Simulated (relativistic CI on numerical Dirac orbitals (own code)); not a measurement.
**Cd3+: 4p photoemission**

Computed with this model: Dirac-Coulomb-Breit CI, separate exchange-only KLI orbitals for each configuration, model QED, multiplet model of photoemission in the sudden approximation, unscaled Slater integrals; configurations [Kr] 4d9 → [Ar] 3d10 4s2 4p5 4d9; 300 K; Lorentzian 0.84 eV and Gaussian 0.6 eV FWHM. Energies are those of the free ion, without screening or charge transfer. The energies are binding energies and can lie tens of eV above those of solids. S is read from ⟨S²⟩ = S(S + 1).

Field parameters in Wybourne normalisation: Oh B⁴₀ = 21Dq, B⁴₄ = √(5/14) B⁴₀. The field is a parameter set, without covalency.

Peaks in eV (height, largest 100): 111.1 (100), 116.0 (32), 117.8 (77), 121.5 (43), 126.1 (51).

Task: Which surroundings give this spectrum?
A. free ion
B. Oh, 10Dq = 6000 cm⁻¹
C. Oh, 10Dq = 37550 cm⁻¹
D. Oh, 10Dq = 27050 cm⁻¹

Result: B. Oh, 10Dq = 6000 cm⁻¹, where the ground state has S = 0.50.
